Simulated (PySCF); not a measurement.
## Ions at one geometry of [Pb(NH2)2]2+

PySCF 2.14.0, RKS PBE0, Pb def2-SVP with ECP60, N def2-SVP, H def2-SVP; non-relativistic Hamiltonian with scalar-relativistic core potentials where named; density fitting; no spin-orbit coupling; singlets restricted, open shells unrestricted. The geometry is relaxed for charge +2, singlet, vacuum:

```xyz
7

Pb    0.0000    0.0000   -0.0527
N     2.0048   -0.1163    0.5130
H     2.5756   -0.5718   -0.2249
H     2.3953    0.8302    0.6959
N    -2.0048    0.1163    0.5130
H    -2.5756    0.5718   -0.2249
H    -2.3953   -0.8302    0.6959
```

Energies count from the relaxed state; an electron taken off or put on is at rest in vacuum. Charges and spins are Mulliken's.

```
                     state  energy (eV)  spin squared  charge on Pb1 (e)  spin on Pb1 (e)  dipole about the centre of mass (D)
charge +2, singlet, vacuum         0.00          0.00               1.37             0.00                                 0.83
charge +1, doublet, vacuum       -13.73          0.77               0.97             0.13                                 1.05
```

Q: What does the state charge +3, doublet, vacuum give?

A: energy (eV) 21.53, spin squared 1.11, charge on Pb1 (e) 1.66, spin on Pb1 (e) -0.24, dipole about the centre of mass (D) 0.88.

With an electron taken off (doublet) the charges change, summed by element, by Pb +0.29 e, N +0.48 e, H +0.24 e. The vertical ionisation energy is 21.53 eV, against −ε(HOMO) = 19.77 eV of the relaxed state. The level lies 1.8 eV too high, as is usual for semilocal functionals and global hybrids, which keep a self-interaction error.

With an electron put on (doublet) the charges change, summed by element, by Pb -0.40 e, N -0.31 e, H -0.29 e. The vertical electron affinity is 13.73 eV, against −ε(LUMO) = 15.92 eV of the relaxed state.

Open shells may have lower solutions than those found. Spin squared well over S(S+1) tells of spin contamination.
